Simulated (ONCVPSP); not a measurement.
**zirconium: ONCV pseudisation with PBE, scalar-relativistic reference atom.**

- Element: zirconium
- Generator: ONCVPSP 4.0.1
- Type: optimised norm-conserving Vanderbilt (ONCV)
- Functional: PBE
- Relativity: scalar-relativistic
- Frozen core: [Ar] 3d10
- Valence charge: 12
- Reference configuration: 4s2 4p6 4d2 5s2
- Partial waves: 4s+5s: rc 2.20 bohr, ncon 4, nbas 9, qcut 6.2 1/bohr, 2 projectors; 4p: rc 2.15 bohr, ncon 5, nbas 9, qcut 6.8 1/bohr, 1 projector; 4d: rc 2.05 bohr, ncon 3, nbas 7, qcut 4.2 1/bohr, 2 projectors, debl 1.1 Ha
- Local potential: polynomial inside 1.65 bohr (lpopt 4, dvloc0 2 Ha)
- Core correction: none

(1) Estimate the cutoffs (Ha) at which the residual kinetic energy of the hardest occupied pseudo-wave falls to 1 and 0.1 mHa per electron.

(2) Does the potential have ghost states?

(3) Which valence shell sets the plane-wave cutoff?

(4) Tests: 4s2 4p6 4d2 5s1; 4s2 4p6 4d2 5s0; 4s2 4p6 4d1 5s0; 4s2 4p6 4d2 5s0 5p2. Which has the largest error in its energy relative to the reference configuration, and how large is it?

## Answers

(1) 26 Ha and 56 Ha.

(2) No bound ghost flagged; no localised positive-energy state flagged.

(3) 4d: 26 Ha for 1 mHa per electron, against 11 Ha for 4s.

(4) 4s2 4p6 4d2 5s0 5p2, with +35 meV (all-electron minus pseudo) on +6.21 eV.
